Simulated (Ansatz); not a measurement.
`OP([SiH3])S`, relaxed with RKS PBE0-D4/def2-TZVP in the Gaussian-basis code of Ansatz from a PBE-D4/def2-SVP geometry. The force threshold is 0.005 eV/Å; the program also tests the step.

Total charge 0; spin multiplicity 1.

Start:

```xyz
9

O    -1.014    1.686   -0.264
P    -0.376    0.339   -1.058
Si    1.345   -0.158    0.387
S    -1.562   -1.346   -0.403
H    -1.159    1.526    0.691
H     0.805   -0.300    1.790
H     2.295    1.007    0.359
H     2.065   -1.412   -0.020
H    -2.399   -1.342   -1.483
```

```json
{"step": "1", "energy (eV)": "-30120.2180", "largest force (eV/Å)": "0.959", "largest move (Å)": "0.000"}
{"step": "2", "energy (eV)": "-30120.2664", "largest force (eV/Å)": "0.654", "largest move (Å)": "0.069"}
{"step": "3", "energy (eV)": "-30120.2765", "largest force (eV/Å)": "0.311", "largest move (Å)": "0.061"}
{"step": "4", "energy (eV)": "-30120.2810", "largest force (eV/Å)": "0.221", "largest move (Å)": "0.028"}
{"step": "5", "energy (eV)": "-30120.2831", "largest force (eV/Å)": "0.143", "largest move (Å)": "0.080"}
{"step": "6 (rejected)", "energy (eV)": "-30120.2822", "largest force (eV/Å)": "0.149", "largest move (Å)": "0.034"}
{"step": "7", "energy (eV)": "-30120.2845", "largest force (eV/Å)": "0.034", "largest move (Å)": "0.017"}
{"step": "8", "energy (eV)": "-30120.2846", "largest force (eV/Å)": "0.005", "largest move (Å)": "0.009"}
{"step": "9", "energy (eV)": "-30120.2846", "largest force (eV/Å)": "0.005", "largest move (Å)": "0.003"}
```

End:

```xyz
9

O    -1.018    1.677   -0.322
P    -0.365    0.339   -1.026
Si    1.337   -0.169    0.397
S    -1.528   -1.288   -0.347
H    -1.214    1.583    0.617
H     0.821   -0.407    1.775
H     2.268    0.990    0.423
H     2.042   -1.376   -0.102
H    -2.342   -1.350   -1.416
```

Hardware: 2 threads of an AMD EPYC 9R14 on a shared host. Wall time 32 s, peak host memory 0.44 GiB.
